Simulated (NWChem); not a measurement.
System: CH4CdOS; SMILES C[O][Cd][SH]

The following NWChem deck was run.

```
start job
memory heap 200 mb stack 900 mb global 1100 mb
geometry units angstroms noautoz
  Cd    -0.331538    -0.584955     0.401546
  O     -0.624541     1.363877     0.392888
  C     -1.777174     1.984673    -0.074874
  H     -2.699142     1.695543     0.471935
  H     -1.672400     3.079392     0.049276
  H     -1.976364     1.810900    -1.153260
  S      0.146963    -2.864981     0.507744
  H      0.636302    -2.906985    -0.752317
end
basis spherical
  * library def2-svp
end
ecp
  Cd library def2-ecp
end
dft
  xc xpbe96 cpbe96
  iterations 150
  vectors input atomic output neutral.movecs
end
task dft energy
charge 1
dft
  odft
  mult 2
  vectors input atomic output cation.movecs
end
task dft energy
```

Structure relaxed at the PBE0/def2-SVP level. Not confirmed as a minimum by frequencies. def2 effective core potentials on Cd; no spin-orbit coupling.

Ions are spin-unrestricted doublets at the neutral geometry; other ion states weren't tried.

What results follow from this input? (PBE/def2-SVP with def2 effective core potentials on Cd, vertical spin-unrestricted ions.) Quantities: vertical ionisation energy, ΔSCF (eV); −ε(HOMO) (eV).


```
Quantity                               Result
-------------------------------------  ------
vertical ionisation energy, ΔSCF (eV)    8.60
−ε(HOMO) (eV)                            5.55
```
